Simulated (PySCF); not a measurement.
**Si3PH8N**

Si3PH8N is a silylene (divalent Si1, bonded to 1 N + 1 P), neutral, singlet. The structure, one conformer, was relaxed in the gas phase by PBE0-D3(BJ)/def2-SVP. No frequency run checks that it is a minimum.

The strong deshielding of the divalent centre rests on a low-lying excitation, and density functionals tend to overstate it.

SMILES: [SiH3]N[Si]P[SiH3]

```xyz
13

Si   -0.098   -1.108   -1.209
N    -0.657   -0.835    0.419
Si   -0.456   -1.964    1.755
P    -0.755    0.929   -2.061
Si    0.817    2.041   -0.883
H    -1.146    0.029    0.657
H    -1.781   -2.324    2.345
H     0.390   -1.373    2.835
H     0.206   -3.175    1.192
H     0.020    0.827   -3.257
H     2.064    1.252   -0.625
H     1.190    3.296   -1.602
H     0.215    2.387    0.441
```
Atoms count from 1 in this order.

Shieldings: GIAO PBE0/pcSseg-1. Shifts are against computed references at the same level: H TMS (σ 31.27 ppm), Si TMS (σ 352.0 ppm). Core levels by delta-SCF with SCAN, pcX-2 on the ionised atom and pcseg-1 elsewhere, spin-free X2C (2p3/2 is the spin-free 2p value less a third of a first-order spin-orbit splitting); from the vacuum level, for chosen atoms.

(1) Give the NMR and core-level values of the distinct atoms.

(2) Which of Si1, Si3, Si5 holds its core electrons tightest, and by how much against the loosest?

(3) By CAM-B3LYP/def2-SVPD (TDDFT singlets, Tamm-Dancoff triplets, ionisation by delta-SCF), where does absorption start, and what does vertical ionisation take?

Answers

(1) 
```csv
atoms,bonded to,σ (ppm),δ (ppm),core level (eV)
Si1,1 N + 1 P,-21.4,373.4,2p3/2 106.70
N2,2 Si + 1 H,106.1,-,1s 404.43
Si3,1 N + 3 H,396.0,-44.0,2p3/2 107.24
P4,2 Si + 1 H,504.7,-,2p3/2 135.43
Si5,1 P + 3 H,446.7,-94.7,2p3/2 106.72
H6,1 N,26.00,5.27,-
H7 H8 H9,1 Si,26.41,4.86,-
H10,1 P,29.06,2.21,-
H11 H12 H13,1 Si,27.38,3.89,-
```

Values are those of this one static structure, with the three H of a rotating XH3 group averaged; atoms that internal rotation interchanges would show their mean in an NMR spectrum.

(2) Si3 (bonded to 1 N + 3 H), by 0.54 eV over Si1 (bonded to 1 N + 1 P).

(3) The lowest singlet lies at 3.24 eV (f 0.010), the strongest of the first 6 at 6.05 eV (f 0.242), the lowest triplet at 2.17 eV; vertical ionisation takes 8.08 eV.

The 3 runs behind this took 3.8 min in all, one thread each of Arm Neoverse N1 on a shared host, launched as `OMP_NUM_THREADS=1 python cluster_run.py task.json out`.
